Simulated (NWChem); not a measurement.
System: BBr₂ cation

Here is an NWChem input.

```
start job
memory heap 200 mb stack 900 mb global 1100 mb
charge 1
geometry units angstroms noautoz
  Br    -1.772951    -0.023096     0.020274
  B     -0.000003     0.000439    -0.000000
  Br     1.772953     0.023363    -0.020275
end
basis spherical
  Br library def2-svp
  B library def2-svp
end
dft
  xc m06-2x
  iterations 150
  mulliken
end
task dft gradient
```

Excerpt of the output:

```
             Northwest Computational Chemistry Package (NWChem) 7.3.0
             --------------------------------------------------------

 ORDER OF PRIMARY AXIS IS BEING SET TO 4
 D4H symmetry detected

                             Geometry "geometry" -> ""
                             -------------------------

 Output coordinates in angstroms (scale by  1.889725989 to convert to a.u.)

  No.       Tag          Charge          X              Y              Z
 ---- ---------------- ---------- -------------- -------------- --------------
    1 Br                  35.0000     0.00000000     0.00000000    -1.77322008
    2 B                    5.0000     0.00000000     0.00000000    -0.00000000
    3 Br                  35.0000     0.00000000     0.00000000     1.77322008

 Effective nuclear repulsion energy (a.u.)     287.2362586703

      Symmetry information
      --------------------

 Group name             D4h
 Group number             28
 Group order              16
 No. of unique centers     2

                                 NWChem DFT Module
                                 -----------------

 Summary of "ao basis" -> "ao basis" (spherical)
 ------------------------------------------------------------------------------
       Tag                 Description            Shells   Functions and Types
 ---------------- ------------------------------  ------  ---------------------
 Br                         def2-svp                12       32   5s4p3d
 B                          def2-svp                 6       14   3s2p1d

      Symmetry analysis of basis
      --------------------------

        a1g        16
        a1u         0
        a2g         0
        a2u        14
        b1g         4
        b1u         3
        b2g         4
        b2u         3
        eg         16
        eu         18

            General Information
            -------------------
          SCF calculation type: DFT
          Wavefunction type:  closed shell.
          No. of atoms     :     3
          No. of electrons :    74
           Alpha electrons :    37
            Beta electrons :    37
          Charge           :     1
          Spin multiplicity:     1
          Use of symmetry is: on ; symmetry adaption is: on
          Maximum number of iterations: 150
          AO basis - number of functions:    78
                     number of shells:    30
          Convergence on energy requested:  1.00D-06
          Convergence on density requested:  1.00D-05
          Convergence on gradient requested:  5.00D-04

              XC Information
              --------------
                       M06-2X Method XC Functional
                     Hartree-Fock (Exact) Exchange  0.540
                        M06-2X Exchange Functional  1.000
                      M06-2X Correlation Potential  1.000

             Grid Information
             ----------------
          Grid used for XC integration:  medium
          Radial quadrature: Mura-Knowles
          Angular quadrature: Lebedev.
          Tag              B.-S. Rad. Rad. Pts. Rad. Cut. Ang. Pts.
          ---              ---------- --------- --------- ---------
          Br                  1.15      112          10.0       590
          B                   0.85       49           7.0       434
          Grid pruning is: on
          Number of quadrature shells:   161
          Spatial weights used:  Erf1

      Superposition of Atomic Density Guess
      -------------------------------------

 Sum of atomic energies:       -5168.67561171

 Renormalizing density from      75.00 to     74

      Non-variational initial energy
      ------------------------------

 Total energy =   -5127.313321
 1-e energy   =   -7665.271248
 2-e energy   =    2250.721669
 HOMO         =      -0.752197
 LUMO         =      -0.267699

      Symmetry analysis of molecular orbitals - initial
      -------------------------------------------------

 !! scf_movecs_sym_adapt:   14 vectors were symmetry contaminated

  Symmetry fudging

 !! scf_movecs_sym_adapt:   14 vectors were symmetry contaminated

  Numbering of irreducible representations:

     1 a1g         2 a1u         3 a2g         4 a2u         5 b1g
     6 b1u         7 b2g         8 b2u         9 eg         10 eu

  Orbital symmetries:

     1 a2u         2 a1g         3 a1g         4 a2u         5 a1g
     6 a2u         7 eu          8 eu          9 eg         10 eg
    11 a1g        12 a2u        13 a1g        14 a2u        15 eu
    16 eu         17 eg         18 eg         19 a1g        20 a1g
    21 a2u        22 eu         23 eu         24 eg         25 eg
    26 b2g        27 b1g        28 b1u        29 b2u        30 a1g
    31 a2u        32 a1g        33 a2u        34 eu         35 eu
    36 eg         37 eg         38 a1g        39 eu         40 eu
    41 a1g        42 a2u        43 a2u        44 eu         45 eu
    46 eg         47 eg

     ---------------------------------------------
      Total Density - Mulliken Population Analysis
     ---------------------------------------------

    Atom       Charge   Shell Charges
 -----------   ------   -------------------------------------------------------
    1 Br  35    34.96   2.00  2.00  2.00  1.56  0.26  6.00  6.01  2.77  2.34  8.46  1.51  0.05
    2 B    5     4.07   1.99  0.85  0.12  0.77  0.27  0.07
    3 Br  35    34.96   2.00  2.00  2.00  1.56  0.26  6.00  6.01  2.77  2.34  8.46  1.51  0.05

   convergence    iter        energy       DeltaE   RMS-Dens  Diis-err
 ---------------- ----- ----------------- --------- --------- ---------
 d= 0,ls=0.0,diis     1  -5171.9945082587 -5.46D+03  3.61D-02  6.64D+00
 d= 0,ls=0.0,diis     2  -5171.8362897003  1.58D-01  2.25D-02  6.18D+00
 d= 0,ls=0.0,diis     3  -5172.2783961661 -4.42D-01  5.30D-03  2.26D-01
 d= 0,ls=0.0,diis     4  -5172.3171246271 -3.87D-02  6.65D-04  4.72D-03
 d= 0,ls=0.0,diis     5  -5172.3176117999 -4.87D-04  1.43D-04  8.50D-05
  Resetting Diis
 d= 0,ls=0.0,diis     6  -5172.3176238772 -1.21D-05  3.33D-05  2.87D-06
 d= 0,ls=0.0,diis     7  -5172.3176244170 -5.40D-07  6.14D-06  8.72D-08

         Total DFT energy =    -5172.317624416969
      One electron energy =    -7750.693875221756
           Coulomb energy =     2477.755907845887
    Exchange-Corr. energy =     -186.615915711433
 Nuclear repulsion energy =      287.236258670333

 Numeric. integr. density =       73.999994460423

                  Occupations of the irreducible representations
                  ----------------------------------------------

                     irrep           alpha         beta
                     --------     --------     --------
                     a1g               9.0          9.0
                     a1u               0.0          0.0
                     a2g               0.0          0.0
                     a2u               8.0          8.0
                     b1g               1.0          1.0
                     b1u               1.0          1.0
                     b2g               1.0          1.0
                     b2u               1.0          1.0
                     eg                8.0          8.0
                     eu                8.0          8.0

                       DFT Final Molecular Orbital Analysis
                       ------------------------------------

 Vector   35  Occ=2.000000D+00  E=-6.702890D-01  Symmetry=eu
              MO Center= -5.2D-16,  2.9D-15, -1.3D-13, r^2= 3.5D+00
   Bfn.  Coefficient  Atom+Function         Bfn.  Coefficient  Atom+Function
  ----- ------------  ---------------      ----- ------------  ---------------
    12      0.351962  1 Br px                58      0.351962  3 Br px
    15      0.318504  1 Br px                61      0.318504  3 Br px
    36     -0.294578  2 B  px                 9     -0.225723  1 Br px
    55     -0.225723  3 Br px                39      0.092227  2 B  px
     6      0.073159  1 Br px                52      0.073159  3 Br px

 Vector   36  Occ=2.000000D+00  E=-6.157388D-01  Symmetry=eg
              MO Center= -1.7D-15,  3.1D-15,  7.5D-14, r^2= 4.3D+00
   Bfn.  Coefficient  Atom+Function         Bfn.  Coefficient  Atom+Function
  ----- ------------  ---------------      ----- ------------  ---------------
    15      0.362705  1 Br px                61     -0.362705  3 Br px
    12      0.360391  1 Br px                58     -0.360391  3 Br px
     9     -0.231407  1 Br px                55      0.231407  3 Br px
    16     -0.185787  1 Br py                62      0.185787  3 Br py
    13     -0.184602  1 Br py                59      0.184602  3 Br py

 Vector   37  Occ=2.000000D+00  E=-6.157388D-01  Symmetry=eg
              MO Center= -5.6D-16, -1.2D-15,  7.1D-14, r^2= 4.3D+00
   Bfn.  Coefficient  Atom+Function         Bfn.  Coefficient  Atom+Function
  ----- ------------  ---------------      ----- ------------  ---------------
    16      0.362705  1 Br py                62     -0.362705  3 Br py
    13      0.360391  1 Br py                59     -0.360391  3 Br py
    10     -0.231407  1 Br py                56      0.231407  3 Br py
    15      0.185787  1 Br px                61     -0.185787  3 Br px
    12      0.184602  1 Br px                58     -0.184602  3 Br px

[...]

                         DFT ENERGY GRADIENTS

    atom               coordinates                        gradient
                 x          y          z           x          y          z
   1 Br      0.000000   0.000000  -3.350900    0.000000   0.000000  -0.005357
   2 B       0.000000   0.000000  -0.000000    0.000000   0.000000  -0.000000
   3 Br      0.000000   0.000000   3.350900    0.000000   0.000000   0.005357
```

Level: M06-2X/def2-SVP. All runs use the structure optimised with B3LYP/6-31G* (spherical d).
